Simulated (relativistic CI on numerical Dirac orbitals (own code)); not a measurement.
# Slater and spin-orbit integrals, Cl3+

Calculated at this level of theory: Dirac-Coulomb-Breit CI, separate exchange-only KLI orbitals for each configuration, model QED (radiative potential, 1s self-energy scaled to tabulated hydrogen-like ionisation energies), valence Slater integrals scaled by 0.85, P86 correlation energy added to each configuration (own radial code, finite nucleus).

Slater integrals F^k, G^k are unscaled and averaged over j, outside the closed core [Ne]; ζ comes from projecting the Hamiltonian with its Breit term on Σ l·s of the shell.

- 3s2.3p2: F^2(3p,3p) = 66124, ζ(3p) = 893.77 cm⁻¹; <r>(3p) = 1.529, <r^2>(3p) = 2.706 (bohr units).
- 3s.3p3: F^2(3p,3p) = 66251, G^1(3s,3p) = 90438, ζ(3p) = 892.89 cm⁻¹; <r>(3s) = 1.401, <r^2>(3s) = 2.244, <r>(3p) = 1.525, <r^2>(3p) = 2.695 (bohr units).
- 3s2.3p.3d: ζ(3p) = 924.04, F^2(3p,3d) = 58109, G^1(3p,3d) = 72972, G^3(3p,3d) = 44414, ζ(3d) = 6.9982 cm⁻¹; <r>(3p) = 1.522, <r^2>(3p) = 2.684, <r>(3d) = 1.823, <r^2>(3d) = 3.96 (bohr units).

In this model ζ of a weakly bound d, f or g electron outside closed shells comes out too small, for d by up to a factor of two or three and at times with the wrong sign; that of an outer p electron is too small as well.

Correlation outside the listed configurations is missing or only estimated: errors of thousands of cm⁻¹ between configurations and terms are usual at this charge. Rates and lifetimes follow the computed energies and can be off by large factors. The fine structure of a lone outer electron comes out too small, for d and f at times inverted, and misplaced configurations move strength between like terms. 24 of the 24 excited levels that our extract of the measured tables holds in this range could be paired (the sources list more); they are missed by 9295 cm⁻¹ on average and 14170 at most, and levels without a partner can miss by more.

Averages of the first 10 configurations, taken without configuration mixing, which lowers the lowest level and can move excited configurations by several eV; other configurations of the list can lie among them:

```
Configuration  Parity  States  Average energy above the lowest level (eV)
      3s2.3p2    even      15                                         2.5
       3s.3p3     odd      40                                        16.9
    3s2.3p.3d     odd      60                                        23.0
          3p4    even      15                                        34.6
    3s.3p2.3d    even     300                                        36.2
    3s2.3p.4s     odd      12                                        28.7
    3s2.3p.4p    even      36                                        33.0
       3p3.3d     odd     200                                        52.6
    3s2.3p.4d     odd      60                                        38.6
    3s2.3d.4p     odd      60                                        54.7
```
